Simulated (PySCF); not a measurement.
A run for PySCF: U-B3LYP/LANL2DZ on HIMg (SMILES [MgH][I]), a point of a bond scan (R = 1.682 Å).

```python
from pyscf import gto, scf, dft, mp
from pyscf.data.elements import chemcore

mol = gto.M(
    atom='''
    Mg   -0.00000000   -0.00000000   -2.02827611
    H     0.00000000    0.00000000   -3.71070617
    I     0.00000000    0.00000000    0.52924565
    ''',
    basis='lanl2dz',
    ecp={'I': 'lanl2dz', 'Mg': 'lanl2dz'},
    charge=0, spin=0, verbose=3, max_memory=1800)
mf = dft.UKS(mol, xc='b3lyp')
mf.conv_tol = 1e-8
mf.max_cycle = 100
mf.init_guess_breaksym = True
mf.kernel()
if not mf.converged:
    mf = mf.newton().run(mf.mo_coeff, mf.mo_occ)
for _ in range(4):
    mo, _, stable, _ = mf.stability(return_status=True)
    if stable:
        break
    mf.kernel(mf.make_rdm1(mo, mf.mo_occ))
```

Program output:

```
converged SCF energy = -12.8669066895851  <S^2> = 1.5011734e-09  2S+1 = 1
<class 'pyscf.dft.uks.UKS'> wavefunction is stable in the internal stability analysis
```

The calculation finished and met its thresholds.

Cost: roughly 4 core-seconds.
